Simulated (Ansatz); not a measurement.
Name a neutral molecule of Al, C, Cl, F, Sb and H with LUMO energy (PBE0/def2-TZVPP) between -0.95 and -0.65 eV and HOMO–LUMO gap (PBE/def2-TZVPP) between 4.30 and 4.60 eV (Ansatz, PBE0-D4/def2-TZVP geometry).

`[F][Al]([SbH2])[CH2]Cl` (-0.83 eV, 4.43 eV). Other molecules can fit too; these were computed, each in one conformer that needn't be the lowest.
